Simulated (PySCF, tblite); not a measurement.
Species: C₅H₁₃OPS.
Numbering: `[CH3:1][CH2:2][P@@:3]([CH3:4])(=[O:5])[CH2:6][S:7][CH3:8]` (hydrogens: H9, H10, H11 on C1; H12, H13 on C2; H14, H15, H16 on C4; H17, H18 on C6; H19, H20, H21 on C8)

Geometry (GFN2-xTB, Å), atoms numbered from 1 in this order:
```xyz
21
C5H13OPS angstrom
C     -1.848   -1.584    1.398
C     -1.957   -0.239    0.697
P     -0.273    0.456    0.415
C     -0.544    2.050   -0.437
O      0.522    0.565    1.646
C      0.502   -0.638   -0.860
S      1.955    0.175   -1.589
C      3.122    0.041   -0.209
H     -1.441   -2.339    0.727
H     -1.182   -1.490    2.254
H     -2.821   -1.922    1.747
H     -2.469    0.482    1.341
H     -2.508   -0.317   -0.241
H      0.425    2.454   -0.725
H     -1.011    2.727    0.276
H     -1.171    1.939   -1.316
H     -0.184   -0.831   -1.682
H      0.818   -1.579   -0.406
H      2.673    0.466    0.681
H      3.376   -1.004   -0.056
H      4.005    0.603   -0.496
```

The calculation used PBE0/pcSseg-1 in PySCF (dipole) on a GFN2-xTB geometry, gas phase.

Take the most abundant isotopes and a rigid rotor. The values belong to one conformer with, in the numbering `[CH3:1][CH2:2][P@@:3]([CH3:4])(=[O:5])[CH2:6][S:7][CH3:8]`, C1–C2–P3–C4 180°, C2–P3–C6–S7 164°, P3–C6–S7–C8 73°.

Task: What are A, B and C (MHz)?

Result: Ia = 223.71, Ib = 572.82, Ic = 602.64 u·Å²; 505379 MHz·u·Å²/I gives A = 2259, B = 882.3, C = 838.6 MHz.

Task: Classify the top.

Result: A near-prolate asymmetric top. Ray's parameter κ = (2B − A − C)/(A − C) = -0.939; −1 is the prolate and +1 the oblate limit.

Task: Is it planar, by Δ = Ic − Ia − Ib?

Result: Not planar: Δ = Ic − Ia − Ib = -193.89 u·Å². For a rigid frame Δ = −2 Σ m c², so Σ m c² = 96.95 u·Å² lies off the ab plane: 15.38 from hydrogen and 81.56 from heavier atoms. The atom farthest from that plane is 1.96 Å away.

Task: Give the other two planar moments, Paa and Pbb, and the rms extents of the mass along the axes.

Result: Paa = Σ m a² = (Ib + Ic − Ia)/2 = 475.88 and Pbb = Σ m b² = (Ia + Ic − Ib)/2 = 126.76 u·Å². With the mass M = 152.04 u, the rms extents √(P/M) along a, b and c are 1.77, 0.91, 0.80 Å.

Task: Where do the levels up to J = 5 lie, in MHz?

Result: Above 0(0,0):
J = 1: 1(0,1) 1721, 1(1,1) 3098, 1(1,0) 3141
J = 2: 2(0,2) 5162, 2(1,2) 6496, 2(1,1) 6627, 2(2,1) 10757, 2(2,0) 10758
J = 3: 3(0,3) 10320, 3(1,3) 11592, 3(1,2) 11854, 3(2,2) 15920, 3(2,1) 15925, 3(3,1) 22914, 3(3,0) 22914
J = 4: 4(0,4) 17193, 4(1,4) 18387, 4(1,3) 18823, 4(2,3) 22803, 4(2,2) 22818, 4(3,2) 29799, 4(3,1) 29799, 4(4,1) 39588, 4(4,0) 39588
J = 5: 5(0,5) 25778, 5(1,5) 26877, 5(1,4) 27532, 5(2,4) 31405, 5(2,3) 31440, 5(3,3) 38407, 5(3,2) 38407, 5(4,2) 48195, 5(4,1) 48195, 5(5,1) 60781, 5(5,0) 60781

Task: Predict some low-J microwave lines.

Result: The dipole components are |μa| = 1.27 D, |μb| = 0.24 D, |μc| = 2.48 D. Intensities carry the squares of the components, which stand as 0.26 : 0.01 : 1.00 (a : b : c). Some lines, for components of 0.1 D or more:

```csv
type,branch,"J(Ka,Kc)",MHz,lower level (cm⁻¹)
b,R,"2(0,2) ← 1(1,1)",2064,0.103
b,R,"1(1,1) ← 0(0,0)",3098,0.000
b,Q,"2(2,0) ← 2(1,1)",4132,0.221
b,Q,"2(2,1) ← 2(1,2)",4261,0.217
b,R,"2(1,2) ← 1(0,1)",4775,0.057
a,R,"3(0,3) ← 2(0,2)",5159,0.172
a,R,"3(2,1) ← 2(2,0)",5167,0.359
b,R,"3(1,3) ← 2(0,2)",6431,0.172
c,Q,"3(3,1) ← 3(2,1)",6989,0.531
b,R,"2(2,1) ← 1(1,0)",7616,0.105
c,R,"2(2,1) ← 1(1,1)",7660,0.103
c,R,"3(2,2) ← 2(1,2)",9424,0.217
c,R,"3(3,1) ← 2(2,1)",12157,0.359
```

Its GFN2-xTB frequencies are all real (lowest 26 cm⁻¹). No vibrational averaging or centrifugal distortion is included, and the geometry carries the error of its method. A rigid rotor knows nothing of internal rotation, which can split or shift real lines.
